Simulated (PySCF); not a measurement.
**TeH₆ + SeH₄ → TeH₄ + SeH₆**

Level: PBE0 in the def2-TZVP basis family, computed in PySCF with density fitting; scalar-relativistic core potentials for atoms from Rb on, none lighter, no spin–orbit coupling; open shells unrestricted.

```
species                                                     state and structure       E (Eh)  ZPE (kJ/mol)  H(298 K) − H(0) (kJ/mol)  S° (J/(mol K))
   TeH₆                                          singlet, Oh, Te–H 1.733 Å (×6)   -271.40230         115.6                      11.1           228.0
   SeH₄  singlet, C4v, Se–H 1.545 Å (×4); H–Se–H 84.9° (×4), H–Se–H 145.2° (×2)  -2403.52354          78.0                      11.1           229.4
   TeH₄  singlet, C4v, Te–H 1.729 Å (×4); H–Te–H 82.5° (×4), H–Te–H 137.7° (×2)   -270.30253          70.3                      11.5           240.8
   SeH₆                                          singlet, Oh, Se–H 1.557 Å (×6)  -2404.61760         130.1                      10.4           216.9
```

Task: What is the electronic reaction energy?

Result: At PBE0/def2-TZVP, ΔE = 15.0 kJ/mol from the differences of the total energies times 2625.5, uphill. Here the heavier tellurium holds on to the higher oxidation state.

Task: Add zero-point, thermal and entropy terms for 298.15 K and 1 bar.

Result: ΔZPE = 6.8 and Δ[H(298) − H(0)] = -0.3 kJ/mol give ΔH° = 21.5 kJ/mol. ΔS° = 0.3 J/(mol K), so ΔG° = 21.5 − 298.15 × (0.0003) = 21 kJ/mol and log₁₀K = -3.8.

The structures come from searches over a few start shapes, so lower isomers are not excluded.
